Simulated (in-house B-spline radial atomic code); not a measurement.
Ionising La⁵⁺ with different functionals

Computed with a radial B-spline atomic code at the basis-set limit: scalar-relativistic (spin-free X2C) Hamiltonian, Fermi nucleus of rms radius 4.855 fm, spin-polarised at highest spin, spherical fractional occupations for the functionals, the average over the highest-spin determinants for Hartree-Fock. The ionisation energy is the difference of two self-consistent energies, [Kr] 4d10 5s2 5p4 → [Kr] 4d10 5s2 5p3, without Breit or QED terms; ε is the level of the shell that loses the electron (its least bound occupied spin orbital). There is no spin-orbit coupling in this Hamiltonian.

Hybrids are left out here: with spherical fractional occupations of an open shell their exact exchange keeps a self-interaction that integer-occupation calculations don't have.

```
           method          rung  ΔSCF (eV)  -ε(5p) (eV)
     Hartree-Fock  Hartree-Fock      73.29        73.72
         LDA VWN5           LDA      75.36        69.12
         LDA PW92           LDA      75.36        69.12
LDA exchange-only           LDA      73.31        67.22
              PBE           GGA      74.77        68.63
           PBEsol           GGA      74.81        68.70
             BLYP           GGA      74.84        68.57
             RPBE           GGA      74.56        68.49
             PW91           GGA      74.90        68.75
             BP86           GGA      75.01        68.84
             AM05           GGA      74.80        68.70
             OLYP           GGA          ?            ?
             TPSS      meta-GGA      74.63        68.62
             SCAN      meta-GGA      74.51        68.61
           r2SCAN      meta-GGA      74.36        68.56
          revTPSS      meta-GGA          ?            ?
```

Problem. What does revTPSS give?

Solution. ΔSCF 74.55 eV, and -ε(5p) = 68.57 eV.

Problem. What does OLYP give?

Solution. ΔSCF 74.39 eV, and -ε(5p) = 68.43 eV.

Problem. How do they compare with the NIST value?

Solution. NIST lists 74 eV ± 2 (tabulated theory, ground level to ground level). Errors run from -0.71 to +1.36 eV; all lie within about twice that uncertainty, so the table can't rank the methods. Hartree-Fock also lacks correlation.
